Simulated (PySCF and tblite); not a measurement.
Values are calculated unless marked as measured or tabulated.
## Barrier and rate of a rotation

System: C7H11 (charge +1), numbered as in [CH3:1]/[CH:2]=[CH:3]/[CH:4]=[CH:5]/[CH+:6][CH3:7].

Motion: rotation about the C3–C4 bond (torsion C2–C3–C4–C5 from -180° to 0°, rising). Level: PBE0/pcSseg-1 + D3(BJ) on GFN2-xTB stationary points, with GFN2-xTB thermal terms. Rate constants are transition-state-theory values, counting equivalent paths, without tunnelling. Programs: tblite and PySCF.

```
 point  symmetry  E(GFN2) kcal/mol  E(DFT) kcal/mol  ZPE change kcal/mol  lowest mode cm⁻¹
 start       C2v               0.0              0.0                 0.00                69
saddle        C1              19.1             23.9                -1.35              697i
   end        Cs               2.6              3.5                 0.03                88
```

```json
{
  "Electronic barrier": "23.9 kcal/mol",
  "Barrier with zero-point energy": "22.5 kcal/mol",
  "ΔH‡ (298 K)": "22.4 kcal/mol",
  "ΔS‡ (298 K, symmetry apart)": "-0.8 cal/(mol K)",
  "Paths": "4 equivalent paths",
  "End point": "a different minimum",
  "Mean lifetime of the start against this motion at 298 K": "25 min",
  "Cost": "64 s on 1 thread of Arm Neoverse V2 (shared host) (rough), peak memory 0.88 GiB, launched as `OMP_NUM_THREADS=1 python ens_run.py task.json out`"
}
```

| T/K | ΔG‡ kcal/mol | k s⁻¹ | ΔG kcal/mol | k back s⁻¹ |
| --- | --- | --- | --- | --- |
| 200 | 22.6 | 3.8×10⁻¹² | 3.4 | 9.4×10⁻⁹ |
| 250 | 22.6 | 3.8×10⁻⁷ | 3.4 | 0.00016 |
| 298 | 22.6 | 0.00066 | 3.3 | 0.088 |
| 350 | 22.6 | 0.21 | 3.3 | 12 |
| 400 | 22.7 | 13 | 3.2 | 389 |
| 500 | 22.8 | 4480 | 3.2 | 5.4×10⁴ |

ΔG and ΔG‡ leave out symmetry numbers and mirror images; rates count paths: 4 out, 2 back.

The ion is treated without a counter-ion.
